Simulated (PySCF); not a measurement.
## How methods differ on the excitation energy of Ge⁺

Ge⁺ [Ar] 3d10 4s2 4p1 (2P) → Ge⁺ [Ar] 3d10 4s1 4p2, s spin flipped, as a difference of total energies. Calculation: PySCF 2.14, in aug-cc-pwCVDZ-PP with ECP10MDF (6s5p4d1f, 48 functions); scalar relativity through the core potential. Correlated levels: valence: 3s2 3p6 3d10 frozen; valence and next inner shell: nothing frozen outside the core potential. The calculations carry no spin-orbit coupling.

| method | excitation energy (eV) |
| --- | --- |
| UHF | 9.562 |
| LDA | 8.777 |
| PBE | 8.605 |
| PBE0 | 8.866 |
| r2SCAN | 8.853 |
| BHandHLYP | 9.209 |
| r2SCAN0 | 9.042 |
| TPSS | 8.666 |
| HSE06 | 8.878 |
| MP2 (valence) | 9.021 |
| SCS-MP2 (valence) | 8.969 |
| MP2 (valence and next inner shell) | 9.142 |
| SCS-MP2 (valence and next inner shell) | 9.062 |

**Question.** How much does correlation contribute at MP2 (valence and next inner shell)?

**Answer.** 9.142 − (9.562) = -0.420 eV, measured against UHF.

The upper determinant mixes two multiplicities, so it lies between the two terms.
